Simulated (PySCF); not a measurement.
**MF anions for M along group 15**

PBE0 with double-zeta basis sets in PySCF, for the lowest determinant that a PBE0 search found; no spin–orbit coupling. De refers to high-spin ground-configuration atoms (the charge goes to the atom of lower measured ionisation energy or higher electron affinity, which is not always the lowest computed limit). A positive dipole points towards F; it is taken about the centre of mass and depends on that origin.

```csv
M,basis,charged atom,state (unpaired electrons),Re (Å),ωe (cm⁻¹),De (eV),μ (D)
As,aug-cc-pVDZ-PP/aug-cc-pVDZ,F−,doublet (π ↑),1.866,534,1.72,-0.60
Sb,aug-cc-pVDZ-PP/aug-cc-pVDZ,F−,doublet (π ↑),2.036,488,1.81,-1.55
Bi,aug-cc-pVDZ-PP/aug-cc-pVDZ,F−,doublet (π ↑),2.141,444,1.57,-2.85
```

The shortest bond is that of AsF⁻ (1.866 Å), the longest that of BiF⁻ (2.141 Å).

Down a group bonds as a rule get longer and wavenumbers fall, partly through the reduced mass; this series shows no clear exception.

These are scalar-relativistic numbers at best; spin–orbit coupling would shift them, the dissociation energy most. For an ion De counts to the pair picked by the measured ionisation energies or electron affinities, which need not be the lowest pair at this level. The highest Kohn–Sham level is positive in some of these anions. Much of that is self-interaction error, but it also means that the finite basis helps to hold the extra electron. States were picked by a PBE0 search and need not be the measured ground states.
